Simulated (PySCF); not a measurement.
## Löwdin shares of the frontier orbitals

Compound: InMe3, C3H9In.
Structure used (PBE0-D3(BJ)/def2-SVP), in Å, numbered top down from 1:
```
atom  x, y, z in Å
In1   -0.003    0.000   -0.005
C2     2.171   -0.017   -0.014
H3     2.576   -1.037   -0.072
H4     2.554    0.461    0.902
H5     2.552    0.564   -0.869
C6    -1.072    1.894   -0.003
H7    -1.656    1.994    0.926
H8    -1.784    1.930   -0.843
H9    -0.389    2.752   -0.081
C10   -1.101   -1.877    0.011
H11   -2.188   -1.722   -0.031
H12   -0.861   -2.443    0.925
H13   -0.799   -2.498   -0.847
```

Computed with PySCF 2.14.0, density-fitted response routines, TDDFT CAM-B3LYP/def2-SVPD, vertical, gas phase, core orbitals frozen in the response, def2 core potentials past Kr. Spin–orbit coupling is left out.

Frontier orbitals with the atoms that hold most of them (Löwdin shares over 4%, at most four atoms; ? is withheld):

| orbital | ε (eV) | atoms |
| --- | --- | --- |
| HOMO-3 | -12.13 | C2 34%, H4 14%, C10 13%, H5 13% |
| HOMO-2 | -12.06 | C2 17%, C10 17%, C6 17%, In1 15% |
| HOMO-1 | -8.37 | C6 30%, C10 25%, In1 20%, H9 5% |
| HOMO | -8.37 | C2 36%, In1 20%, C10 13%, C6 8% |
| LUMO | ? | In1 65%, C6 8%, C10 8%, C2 8% |
| LUMO+1 | 0.27 | In1 65%, C6 5%, C10 5%, C2 4% |
| LUMO+2 | 1.85 | In1 32%, C2 15%, C10 9%, H11 8% |

(1) What is the LUMO energy, and the HOMO–LUMO gap?

## Answers

(1) ε(LUMO) = -0.06 eV; the gap is 8.31 eV (0.3053 hartree).

Problem. How does S1 compare with the orbital gap of 8.31 eV?

Solution. S1 is at 4.85 eV (f = 0.0000), 3.46 eV below the gap, made of HOMO-1/HOMO→LUMO (99%). S1/S2 lie within about 0.01 eV of each other. Without the coupling terms of the response equations the lowest excitation would equal the gap.

Next come S2 at 4.85 eV (f 0.0000), HOMO-1/HOMO→LUMO (99%); S3 at 6.06 eV (f 0.153), HOMO-1/HOMO→LUMO+1 (≥95%); S4 at 6.06 eV (f 0.155), HOMO-1/HOMO→LUMO+1 (≥95%); S5 at 7.36 eV (f 0.0000), HOMO-1/HOMO→LUMO+2 (≥41%), HOMO-1/HOMO→LUMO+3 (≥36%).

Orbitals of the list HOMO-3 to LUMO+2 that lie within 0.01 eV of each other are written together with a slash and their weights summed (≥ marks a lower bound); for degenerate orbitals outside that list single weights are arbitrary.

Löwdin shares depend on the basis, the more so with diffuse functions.

Hardware: Arm Neoverse V1, one thread, shared host. Cost: 35 s wall.
